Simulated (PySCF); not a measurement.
**Spinor energies of Hf³⁺ (hafnium, charge +3)**

Start: [Xe] 4f14 5d1; 5d5/2 filled at m_j = +5/2. Calculated with PySCF 2.14 in x2c-QZVPPall-2c (16s16p12d6f2g, 184 functions): generalised Hartree-Fock with the X2C-1e Hamiltonian and a Gaussian nucleus; one run each with spin-orbit coupling (SO) screened by Boettger's factors, then bare. This is a chosen level, not necessarily the ground level.

```csv
spinor shell,electrons,"ε, screened SO (eV)","ε, bare SO (eV)",weight of nominal j (bare SO),"rms radius, bare SO (bohr)"
1s1/2,2,-65701.5,-65700.3,1.000,0.0215
2s1/2,2,-11394.0,-11393.6,1.000,0.0869
2p1/2,2,-10863.5,-10892.2,1.000,0.0738
2p3/2,4,-9665.9,-9656.3,1.000,0.0812
3s1/2,2,-2676.4,-2676.3,1.000,0.222
3p1/2,2,-2441.4,-2447.5,1.000,0.213
3p3/2,4,-2180.0,-2177.9,1.000,0.229
3d3/2,4,-1786.6,-1792.3,1.000,0.202
3d5/2,6,-1730.0,-1726.4,1.000,0.207
4s1/2,2,-591.40,-591.39,1.000,0.498
4p1/2,2,-493.73,-495.23,1.000,0.507
4p3/2,4,-433.33,-432.85,1.000,0.541
4d3/2,4,-272.26,-273.46,1.000,0.570
4d5/2,6,-260.89,-260.18,1.000,0.584
5s1/2,2,-107.19,-107.21,1.000,1.22
5p1/2,2,-75.987,-76.191,0.997,1.34
5p3/2,4,-68.068,-68.021,0.998,1.45
4f5/2,6,-59.469,-60.213,0.999,0.730
4f7/2,8,-57.567,-57.054,0.999,0.751
5d5/2,1,-32.171,-32.138,1.000,2.11
```

| quantity | screened SO | bare SO |
| --- | --- | --- |
| E (hartree) | -15081.50119 | -15082.56549 |
| M_J | 5/2 | 5/2 |
| ⟨J²⟩ | 8.756 | 8.756 |
| ⟨L²⟩ | 6.119 | 6.130 |
| ⟨S²⟩ | 0.867 | 0.879 |

Each row is a mean over spinors that exchange with the open shell spreads, by up to 3.360 eV (5p3/2).

Breit and QED terms are absent; they matter most for the inner s and p1/2 levels.

Densities and radii are taken from the X2C orbitals without a picture-change correction, which distorts them close to the nucleus.
